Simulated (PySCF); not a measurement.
## Bonds of C to Cl, Br, O

PBE in PySCF with def2-TZVPP on every atom, for the lowest determinant that a PBE0 search found; no spin–orbit coupling. D0 is De less the harmonic zero-point energy.

| X | state of CX | D0(CX) (eV) | D0(X₂) (eV) |
| --- | --- | --- | --- |
| Cl | doublet (π ↑) | 4.70 | 2.81 |
| Br | doublet (π ↑) | 4.08 | 2.47 |
| O | singlet (closed shell) | 11.53 | 6.15 |

Q: Give the energy of C + X₂ → CX + X at 0 K for each X.

A: Cl: 2.81 − 4.70 = -1.89 eV; Br: 2.47 − 4.08 = -1.61 eV; O: 6.15 − 11.53 = -5.38 eV (PBE/def2-TZVPP; negative means exothermic).

Q: Does an atom of O displace Br from CBr?

A: CBr + O → CO + Br has ΔE = 4.08 − 11.53 = -7.45 eV at PBE/def2-TZVPP, so it is downhill.

Gas-phase diatomics only hint at surface chemistry, where an atom holds several bonds.

Spin–orbit coupling is left out. States were picked by a PBE0 search and need not be the measured ground states.
